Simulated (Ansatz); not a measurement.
A run of Ansatz (development build ahead of 0.2.0) on quartet CoBN at this shape:

```yaml
atoms:
  - { symbol: Co, position_ang: [0.0000, 0.0000, 0.0000] }
  - { symbol: B, position_ang: [0.0000, 3.0912, 0.0000] }
  - { symbol: N, position_ang: [0.0000, -2.8998, 0.0000] }
```

Its results:

```
Converged                       : yes
Total energy                    : -1461.93395 hartree
Spin squared of the determinant : 3.750
Stability test                  : minimum among restricted orbitals
```

Problem. Which input gives this output? Name the method, the orbitals and the basis set, and write the input.

Solution. ωB97X (restricted open-shell) in pcseg-2.

```yaml
crystal:
  periodic: [false, false, false]
  atoms:
    - { symbol: Co, position_ang: [0.0, 0.0, 0.0] }
    - { symbol: B, position_ang: [0.0, 3.0912, 0.0] }
    - { symbol: "N", position_ang: [0.0, -2.8998, 0.0] }
basis:
  gaussian: { orbitals: pcseg-2 }
magnetization:
  initial_magnetization: 3
hamiltonian:
  xc: { name: wB97X }
```

Caution: stretched shape with no unrestricted run beside it, a lower state can exist; other spin multiplicities were not run.
